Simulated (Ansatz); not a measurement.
Series TeX2: binding per atom (eV) at several levels, gas phase, relaxed structures; Ansatz. Core potentials for Te in the def2 sets, no spin–orbit coupling. Binding counts from free atoms in the multiplicity of their measured ground term, without zero-point energy. A dash marks a value that wasn't run or was left out as unsound. The structures are stationary points that may keep the symmetry of their start. Correlated methods freeze inner cores and use unrestricted references for open shells.

```
            species    state             geometry  PBE-D4/def2-TZVP  r2SCAN-D4/def2-TZVPD  PBE0-D4/def2-SVP  PBE0-D4/def2-TZVP  CCSD(T)/def2-TZVPP
              TeBr2  singlet  r2SCAN-D4/def2-TZVP              1.82                  1.70              1.61               1.69                1.50
               TeH2  singlet    PBE0-D4/def2-TZVP              2.06                  2.04              1.99               2.02                2.04
               TeF2  singlet    PBE0-D4/def2-TZVP              2.74                     –              2.26               2.45                2.35
   Te(CN)2 (TeC2N2)  singlet    B3LYP-D4/def2-SVP              4.93                  4.52              4.59               4.60                4.38
  Te(CCH)2 (C4H2Te)  singlet      PBE-D4/def2-SVP              4.62                  4.40              4.46               4.44                4.28
Te(SiH3)2 (Si2TeH6)  singlet   r2SCAN-D4/def2-SVP              2.82                  2.85              2.79               2.81                2.79
     TeMe2 (C2H6Te)  singlet     PBE-D4/def2-TZVP              3.59                  3.53              3.55               3.54                3.47
```

Task: Estimate the column for MP2/def2-TZVP.

Result: TeBr2 1.61; TeH2 1.87; TeF2 2.52; Te(CN)2 (TeC2N2) 4.65; Te(CCH)2 (C4H2Te) 4.44; Te(SiH3)2 (Si2TeH6) 2.70; TeMe2 (C2H6Te) 3.42.
